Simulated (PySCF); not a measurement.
## Steps of a relaxation of [La(H2O)4]3+

[La(H2O)4]3+ (singlet; a saddle point, relaxed within its symmetry). PySCF 2.14.0, RKS PBE, La def2-SVP with ECP46, O def2-SVP, H def2-SVP; non-relativistic Hamiltonian with scalar-relativistic core potentials where named; density fitting; no spin-orbit coupling. Origin of the start: template. Columns: position (Å) and force (eV/Å). Energies are counted from the last step; some of the 7 steps are shown. Forces carry noise of the integration grid, about 0.01 to 0.03 eV/Å.

Run from Python with OMP_NUM_THREADS=2. Where DIIS fails, smearing, a level shift and second-order steps follow.
It took 41 s on 2 threads of Arm Neoverse V1 (shared host), from the converged density of the start.

```xyz
13
step 0  E = 0.272 eV
La    0.0000    0.0000    0.0000     0.00    0.00    0.00
O     1.4780    1.4780    1.4780    -1.20   -1.14   -1.14
H     1.8187    1.2742    2.3631     0.39   -0.14    0.86
H     1.8187    2.3631    1.2742     0.39    0.86   -0.14
O    -1.4780   -1.4780    1.4780     1.20    1.14   -1.14
H    -1.8187   -1.2742    2.3631    -0.39    0.14    0.86
H    -1.8187   -2.3631    1.2742    -0.39   -0.86   -0.14
O     1.4780   -1.4780   -1.4780    -1.20    1.14    1.14
H     1.8187   -2.3631   -1.2742     0.39   -0.86    0.14
H     1.8187   -1.2742   -2.3631     0.39    0.14   -0.86
O    -1.4780    1.4780   -1.4780     1.20   -1.14    1.14
H    -1.8187    2.3631   -1.2742    -0.39    0.86    0.14
H    -1.8187    1.2742   -2.3631    -0.39   -0.14   -0.86
```

```xyz
13
step 2  E = 0.035 eV
La    0.0000    0.0000    0.0000     0.00    0.00    0.00
O     1.4318    1.4372    1.4372     0.00    0.04    0.04
H     1.7961    1.2470    2.3462    -0.10    0.00   -0.23
H     1.7961    2.3462    1.2470    -0.10   -0.23    0.00
O    -1.4318   -1.4372    1.4372     0.00   -0.04    0.04
H    -1.7961   -1.2470    2.3462     0.10    0.00   -0.23
H    -1.7961   -2.3462    1.2470     0.10    0.23    0.00
O     1.4318   -1.4372   -1.4372     0.00   -0.04   -0.04
H     1.7961   -2.3462   -1.2470    -0.10    0.23    0.00
H     1.7961   -1.2470   -2.3462    -0.10    0.00    0.23
O    -1.4318    1.4372   -1.4372     0.00    0.04   -0.04
H    -1.7961    2.3462   -1.2470     0.10   -0.23    0.00
H    -1.7961    1.2470   -2.3462     0.10    0.00    0.23
```

```xyz
13
step 4  E = 0.004 eV
La    0.0000    0.0000    0.0000     0.00    0.00    0.00
O     1.4043    1.4081    1.4081     0.04    0.11    0.11
H     1.7623    1.2223    2.3154    -0.01   -0.05   -0.02
H     1.7623    2.3154    1.2223    -0.01   -0.02   -0.05
O    -1.4043   -1.4081    1.4081    -0.04   -0.11    0.11
H    -1.7623   -1.2223    2.3154     0.01    0.05   -0.02
H    -1.7623   -2.3154    1.2223     0.01    0.02   -0.05
O     1.4043   -1.4081   -1.4081     0.04   -0.11   -0.11
H     1.7623   -2.3154   -1.2223    -0.01    0.02    0.05
H     1.7623   -1.2223   -2.3154    -0.01    0.05    0.02
O    -1.4043    1.4081   -1.4081    -0.04    0.11   -0.11
H    -1.7623    2.3154   -1.2223     0.01   -0.02    0.05
H    -1.7623    1.2223   -2.3154     0.01   -0.05    0.02
```

**Question.** Where does the relaxation end?

**Answer.** It converges at step 6 in D2d:
```xyz
13
step 6  E = 0
La    0.0000    0.0000    0.0000
O     1.4023    1.4164    1.4164
H     1.7741    1.2178    2.3148
H     1.7741    2.3148    1.2178
O    -1.4023   -1.4164    1.4164
H    -1.7741   -1.2178    2.3148
H    -1.7741   -2.3148    1.2178
O     1.4023   -1.4164   -1.4164
H     1.7741   -2.3148   -1.2178
H     1.7741   -1.2178   -2.3148
O    -1.4023    1.4164   -1.4164
H    -1.7741    2.3148   -1.2178
H    -1.7741    1.2178   -2.3148
```

**Question.** How did the contacts change?

**Answer.** 
| contact | start (Å) | end (Å) |
| --- | --- | --- |
| La1–O2 (H2O) | 2.560 | 2.445 |
| La1–O5 (H2O) | 2.560 | 2.445 |
| La1–O8 (H2O) | 2.560 | 2.445 |
| La1–O11 (H2O) | 2.560 | 2.445 |
